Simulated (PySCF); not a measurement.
ethynylcyclobutane (C6H8), SMILES C1CCC1C#C. Atoms are numbered in the order given.

```xyz
14

C      2.6857    -0.2221     0.0000
C      1.5239     0.1250     0.0000
C      0.1225     0.5106     0.0000
C     -0.8326    -0.0807     1.0835
C     -1.9325    -0.1903     0.0000
C     -0.8326    -0.0807    -1.0835
H      3.7155    -0.5243     0.0000
H      0.0460     1.6113     0.0000
H     -0.4795    -1.0682     1.4153
H     -1.0291     0.5431     1.9680
H     -2.5956     0.6888     0.0000
H     -2.5557    -1.0966     0.0000
H     -1.0291     0.5431    -1.9680
H     -0.4795    -1.0682    -1.4153
```
Charge 0, spin multiplicity 1.

Geometry: B3LYP-D3(BJ)/def2-SVP.

All values below come from PBE/def2-TZVP in PySCF.

Symmetry labels are those of the subgroup Cs that the program uses (full group Cs).

Task: List the valence orbital energies around the gap with their symmetry. (An estimate is asked for; the answer gives what the named calculation found.)

Result: 
```
orbital  symmetry  energy (eV)
-------  --------  -----------
HOMO−7         A'        -9.94
HOMO−6         A"        -9.46
HOMO−5         A"        -9.34
HOMO−4         A'        -8.18
HOMO−3         A'        -7.80
HOMO−2         A"        -7.73
HOMO−1         A"        -6.32
HOMO           A'        -6.31
LUMO           A"        -0.10
LUMO+1         A'        -0.01
LUMO+2         A'         0.70
LUMO+3         A'         0.89
```
